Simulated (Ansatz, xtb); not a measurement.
## Two isomers of C3H6O2Si

We compare X, `O=C[C@@H]1O[C@H]1[SiH3]`, a singlet, with Y, `O=C[C@@H]1O[C@@H]1[SiH3]`, a singlet. Both are isolated molecules in the gas phase, relaxed with B3LYP-D3(BJ)/def2-SVP; the shapes shown needn't be the lowest conformers.

X (Å):

```yaml
atoms:
  - { symbol: C, position_ang: [-0.5374, -3.4783, -0.5831] }
  - { symbol: C, position_ang: [-0.2214, -2.2785, -1.4188] }
  - { symbol: C, position_ang: [1.1501, -1.7069, -1.3256] }
  - { symbol: O, position_ang: [-1.5647, -3.6198, 0.0281] }
  - { symbol: O, position_ang: [0.7353, -2.4972, -2.4427] }
  - { symbol: Si, position_ang: [1.4575, 0.1310, -1.6720] }
  - { symbol: H, position_ang: [0.2867, -4.2406, -0.5727] }
  - { symbol: H, position_ang: [-1.0741, -1.6303, -1.6600] }
  - { symbol: H, position_ang: [1.8490, -2.2302, -0.6523] }
  - { symbol: H, position_ang: [2.7326, 0.2833, -2.4259] }
  - { symbol: H, position_ang: [1.5531, 0.8668, -0.3789] }
  - { symbol: H, position_ang: [0.3193, 0.6480, -2.4791] }
```

Y (Å):

```
atom    x (Å)    y (Å)    z (Å)
   C  -1.0797  -2.0756  -0.5563
   C   0.2166  -1.5329  -0.0395
   C   1.3839  -1.3201  -0.9439
   O  -1.6803  -2.9709  -0.0187
   O   0.5757  -0.2358  -0.4802
  Si   1.4556  -1.6443  -2.8143
   H  -1.4496  -1.5737  -1.4864
   H   0.4180  -1.7678   1.0147
   H   2.3552  -1.3915  -0.4267
   H   2.0833  -2.9769  -3.0415
   H   0.0965  -1.6108  -3.4150
   H   2.3024  -0.5846  -3.4284
```

Q: Estimate E(Y) − E(X) at the level CCSD(T)/def2-SVP + ΔMP2/def2-TZVPP.

A: Too close to call at this level: CCSD(T)/def2-SVP + ΔMP2/def2-TZVPP gives E(Y) − E(X) = +0.082 eV.

How the difference moves with the method:

```csv
level,geometry,E(Y) − E(X) (eV),departure from the last row (eV),"job, with rough time for the two"
GFN2-xTB,GFN2-xTB,+0.036,−0.046,"optimisation, 0.25 s"
HF/STO-3G,GFN2-xTB,+0.067,−0.015,"single point, 0.42 s"
r2SCAN-D4/def2-SVP,GFN2-xTB,+0.099,+0.017,"single point, 5 s"
B3LYP-D3(BJ)/def2-SVP,B3LYP-D3(BJ)/def2-SVP,+0.069,−0.013,"optimisation, 82 s"
HF/def2-SVP,B3LYP-D3(BJ)/def2-SVP,+0.091,+0.009,part of the CCSD(T) run
MP2/def2-SVP,B3LYP-D3(BJ)/def2-SVP,+0.091,+0.009,part of the CCSD(T) run
CCSD(T)/def2-SVP,B3LYP-D3(BJ)/def2-SVP,+0.084,+0.002,single point
CCSD(T)/def2-SVP + ΔMP2/def2-TZVPP,B3LYP-D3(BJ)/def2-SVP,+0.082,,"single point, 56 s"
```

As drawn, both hold the same kinds of bond in the same numbers.

The largest departure from CCSD(T)/def2-SVP + ΔMP2/def2-TZVPP is that of GFN2-xTB, 0.046 eV. The last row adds to CCSD(T) the change of the MP2 difference between the two basis sets, here −0.002 eV.

With thermal terms from frequencies at re-optimised GFN2-xTB minima (ideal gas, soft modes damped towards free rotors, one conformer each, 298.15 K, 1 atm): on the last row, ΔE + ΔZPE = +0.085, ΔH = +0.081, ΔG = +0.091 eV.

The correlated steps freeze 10 core orbitals. Codes used: Ansatz 0.2.0, xtb 6.7.1; the last row on 2 threads of Arm Neoverse V2 on a shared host.
